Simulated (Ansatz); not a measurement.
Relaxation of FH₆O₅Ta (13 atoms, charge 0, multiplicity 1), to a largest force component of 0.03 eV/Å in at most 50 steps.

All numbers below come from RKS PBE/def2-SVP (Ansatz).

```xyz
13
Properties=species:S:1:pos:R:3:forces:R:3
Ta -0.504 0.103 0.320 -0.27 -0.18 -0.10
O 2.661 0.120 -0.297 0.01 0.48 0.29
H 2.603 -0.427 0.513 0.01 -0.13 -0.02
O 0.559 -0.648 1.771 0.07 -0.05 0.07
H 0.289 -1.476 2.207 0.00 0.01 0.00
O 0.241 -0.269 -1.385 0.02 0.00 -0.01
H 1.242 -0.216 -1.306 -0.03 -0.01 -0.01
O -2.042 1.306 0.358 -0.02 0.05 0.02
H -1.847 2.260 0.420 0.00 -0.03 -0.01
O -1.805 -1.299 0.435 -0.04 -0.03 0.01
H -2.739 -1.372 0.685 -0.03 -0.01 0.00
F 0.506 1.727 0.629 0.16 0.23 0.05
H 2.424 1.007 0.078 0.10 -0.32 -0.29
```

Question: Where does it end, and by what steps?

Answer: It converged. The force dipped under the threshold on the way, but the program's further checks kept it going. After 18 steps the energy has fallen by 0.111 eV; H3 moved furthest, 1.39 Å.

| step | energy less start (eV) | largest force component (eV/Å) | accepted |
| --- | --- | --- | --- |
| 0 | 0.0000 | 0.482 | yes |
| 1 | -0.0120 | 0.216 | yes |
| 2 | -0.0152 | 0.121 | yes |
| 3 | -0.0198 | 0.232 | yes |
| 4 | -0.0249 | 0.606 | yes |
| 5 | -0.0348 | 0.429 | yes |
| 6 | -0.0540 | 0.207 | yes |
| 7 | -0.0653 | 0.525 | yes |
| 8 | -0.0737 | 0.523 | yes |
| 9 | -0.0832 | 0.363 | yes |
| 10 | -0.0973 | 0.264 | yes |
| 11 | -0.1026 | 0.247 | yes |
| 12 | -0.1062 | 0.172 | yes |
| 13 | -0.1081 | 0.082 | yes |
| 14 | -0.1076 | 0.195 | no |
| 15 | -0.1094 | 0.020 | yes |
| 16 | -0.1102 | 0.055 | yes |
| 17 | -0.1105 | 0.036 | yes |
| 18 | -0.1109 | 0.018 | yes |

```xyz
13
Properties=species:S:1:pos:R:3
Ta -0.567 -0.136 0.623
O 2.678 0.713 -0.951
H 3.362 0.222 -0.459
O -0.075 -0.840 2.346
H -0.484 -1.579 2.826
O 0.493 -0.744 -0.823
H 1.365 -0.285 -1.066
O -1.771 1.387 0.464
H -1.374 2.278 0.472
O -2.050 -1.284 0.309
H -2.978 -1.415 0.065
F 0.788 1.290 0.862
H 2.202 1.208 -0.239
```

Whether the end is a true minimum wasn't checked by a vibrational analysis.

Time of the run: 44 s on 4 threads of Arm Neoverse V1, on a shared host, peak memory 0.21 GiB.
